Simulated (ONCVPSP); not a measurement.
sulfur: excitation energies, all-electron against ONCV

ONCVPSP 4.0.1 input, shortened (lines: element, Z, core and valence counts, functional; n l f; lmax; l rc ep ncon nbas qcut; lloc lpopt rc5 dvloc0; l nproj debl; icmod fcfact rcfact), PBE, scalar-relativistic:

```
  S 16.00    3    2        4      upf
    1    0    2.00
    2    0    2.00
    2    1    6.00
    3    0    1.50
    3    1    4.50
    2
    0    1.30    0.00    4    8    5.60
    1    1.70    0.00    4    8    5.30
    2    1.55    0.18    4    8    5.90
    4    5    1.25   -1.00
    0    2    1.70
    1    1    3.90
    2    2    0.60
    1    0.50    0.00
```

Energies are relative to the spin-unpolarised reference configuration 3s1.5 3p4.5; without spin polarisation the order of configurations can differ from experiment.

Question: Give the all-electron excitation energy and the error of the potential for: 3s2 3p4; 3s2 3p3; 3s2 3p2; 3s2 3p3.5.

Answer:

```
valence configuration  charge  ΔE all-electron (eV)  error AE − PS (meV)
              3s2 3p4       0                -5.140                 +0.6
              3s2 3p3      +1                 6.629                 +1.8
              3s2 3p2      +2                28.913                  +17
            3s2 3p3.5    +0.5                -0.480                 +0.2
```

Levels in the configuration 3s2 3p3.5:

| level | all-electron (eV) | pseudo (eV) |
| --- | --- | --- |
| 3s | -22.243 | -22.241 |
| 3p | -11.704 | -11.702 |
